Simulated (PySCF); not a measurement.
**Polarisability and C₆ of S (sulfur, neutral)**

[Ne] 3s2 3p4, high-spin 3P determinant. Computed with PySCF 2.14 in aug-cc-pVTZ-DK (6s5p3d2f, 50 functions), with the spin-free X2C one-electron Hamiltonian (Gaussian nucleus). Coupled (time-dependent) response in atomic units; α is the mean over directions.

```json
{"method": "UHF", "mean α (bohr³)": "18.87", "α xx, yy, zz": "17.76, 21.10, 17.76", "C₆ (like pair)": "129.3", "S(−4)": "95.61"}
{"method": "PBE", "mean α (bohr³)": "20.52", "α xx, yy, zz": "19.05, 23.46, 19.05", "C₆ (like pair)": "143.0", "S(−4)": "124.4"}
{"method": "PBE0", "mean α (bohr³)": "19.74", "α xx, yy, zz": "18.43, 22.35, 18.43", "C₆ (like pair)": "136.3", "S(−4)": "110.3"}
{"method": "CAM-B3LYP", "mean α (bohr³)": "19.80", "α xx, yy, zz": "18.52, 22.36, 18.52", "C₆ (like pair)": "136.6", "S(−4)": "111.8"}
{"method": "HSE06", "mean α (bohr³)": "19.76", "α xx, yy, zz": "18.45, 22.39, 18.45", "C₆ (like pair)": "136.4", "S(−4)": "110.7"}
```

S(−4) is the Cauchy moment in α(ω) = α(0) + S(−4) ω² + …

Reference α: 19.4 ± 0.1 bohr³ (recommended; Schwerdtfeger and Nagle, table of static dipole polarizabilities (2023 update)). Published C₆: 134.0 (Chu and Dalgarno (2004); Tang, Norbeck and Certain (1976)).

α(iu) at HSE06:

```tsv
u (hartree)	α(iu) (bohr³)
0	19.76
0.0500	19.49
0.100	18.73
0.200	16.33
0.300	13.63
0.500	9.189
0.750	5.788
1.00	3.879
1.50	2.040
2.00	1.246
3.00	0.6051
5.00	0.2409
```

The components differ because the open shell of this determinant is not spherical; for a pure term their mean is the scalar polarisability.
